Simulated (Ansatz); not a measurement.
Two isomers of C2H10GeSi: A = `C[SiH](C)[GeH3]`, B = `C[CH2][GeH2][SiH3]`.

Gas-phase electronic energies from Ansatz, PBE0-D4/def2-TZVP geometries. CCSD(T)/CBS is the MP2 limit (def2-TZVPP, def2-QZVPP) plus CCSD(T) − MP2 in def2-TZVPP, frozen cores. DFT in def2-TZVPP. B3LYP here is the variant with VWN-RPA as its local correlation; programs differ in this. For Ge outer-core shells are correlated without core-valence functions, which leaves a few kJ/mol of doubt a bond. Scalar relativity is left out up to krypton. Each species was taken in one conformer, which may not be the lowest.

Problem. Which isomer does CCSD(T)/CBS put lower? Give the gap. (Estimate.)

Solution. Ansatz gave: A, by 14.4 kcal/mol.

Problem. Give E(B) − E(A) in kcal/mol with PBE0-D4, ωB97M-V, CCSD/def2-TZVPP, PBE-D4, B3LYP-D4, HF/def2-TZVPP, MP2/def2-TZVPP. (An estimate is asked.)

Solution. Ansatz gave: PBE0-D4 15.4, ωB97M-V 15.8, CCSD/def2-TZVPP 13.8, PBE-D4 15.2, B3LYP-D4 15.0, HF/def2-TZVPP 13.8, MP2/def2-TZVPP 14.3. None reverses the order clearly.

Largest T1 diagnostic: 0.011.
